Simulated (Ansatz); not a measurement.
Reaction (redistribution): `N[SiH](O)[SbH2]` + `[NH2][GeH2][O][SiH](N)F` → `[NH2][GeH2][SiH](N)O` + `N[SiH](F)[O][SbH2]`

Calculated with Ansatz (gas phase, PBE0-D4/def2-TZVP geometries, no zero-point term in ΔE). CBS: MP2 limit from def2 TZ/QZ plus the TZ coupled-cluster correction, frozen cores. Functionals use def2-TZVPP. Elements past krypton have def2 core potentials. For Ge, Sb outer-core shells are correlated without core-valence functions, which leaves a few kJ/mol of doubt a bond. Scalar relativity is left out up to krypton. One conformer a species, not always the lowest.

CCSD(T)/CBS gives +74.5 kJ/mol.

Another level gave +74.1 kJ/mol. Which?
A. PBE-D4/def2-TZVPP
B. PBE0/def2-TZVPP
C. MP2/def2-TZVPP
D. SCS-MP2/def2-TZVPP

B. PBE0 74.1, SCS-MP2/def2-TZVPP 79.6, PBE-D4 67.5, MP2/def2-TZVPP 85.1 kJ/mol.

Largest T1 diagnostic among the species: 0.013.

From PBE to PBE0 (25 % exact exchange), in def2-TZVPP and without D4, ΔE moves by +7.9 kJ/mol.
